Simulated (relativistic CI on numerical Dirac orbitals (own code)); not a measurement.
**What each ingredient does to the levels of Ba8+**

Base calculation: Dirac-Coulomb-Breit CI, orbitals from a KLI potential per configuration, a model potential for QED, unscaled Slater integrals.

Configurations in the expansion (outside the closed core [Kr]): 4d10 5s2, 4d10 5s 5p, 4d10 5s 5d, 4d10 5s 4f, 4d10 5s 5f, 4d10 5p 5d, 4d10 5s 5g, 4d10 4f 5d, 4d9 5s2 4f, 4d10 5s 6s, 4d10 5s 6p, 4d10 5p2, 4d9 4f 5p2, 4d10 4f2, 4d9 4f3, 4d10 4f 5p, 4d9 4f2 5p. Double excitations out of closed p, d and f shells are left out; levels of such configurations are missing from the list, as are those of other unlisted configurations, and high levels can miss mixing partners.

Variants: (1) configuration mixing switched off. Shifts of the energy above 4d10 5s2 1S_0, in cm⁻¹, for the lowest level and the first level of each name with at least 55 % of one term (blank where a level changes its place among those of its configuration and J or its character, or is not in the variant):

```tsv
Level	Base	Δ(1)
4d10 5s2 1S_0	0	0
4d10 5s 5p 3P°_0	104838	-1020
4d10 5s 5p 3P°_1	110539	-144
4d10 5s 5p 3P°_2	130025	-685
4d10 5s 5p 1P°_1	162506	+17988
4d10 5s 4f 3F°_2	228335	+1477
4d10 5s 4f 3F°_3	228809	+1465
4d10 5s 4f 3F°_4	229541	+1439
4d10 5s 4f 1F°_3	237384	+2760
4d10 5p2 3P_0	270663	-8460
4d10 5p2 1D_2	285613	
4d10 5p2 3P_1	286356	-7595
4d10 5p2 3P_2	309414	
4d10 5p2 1S_0	347214	-12009
```

At this charge configurations can still be misplaced by up to about 7 % of their energy. Levels and lines within the n = 5 or 6 shells can be off by up to 10 % or somewhat more, and those that change n by about 2 %, since core polarisation is missing. Levels that differ in their count of f electrons can be misplaced by several ten thousand cm⁻¹, since the correlation energy of f electrons is missing or only estimated; rates across such gaps can be off by orders of magnitude.

Ionisation energy from the two ground configurations alone: base 128.376 eV. The NIST ASD value (semi-empirical) is 130.5 eV.

LS names give the leading component of a level, which can be under half, so a name can repeat, a term be missing and a line seem to break the LS rules.
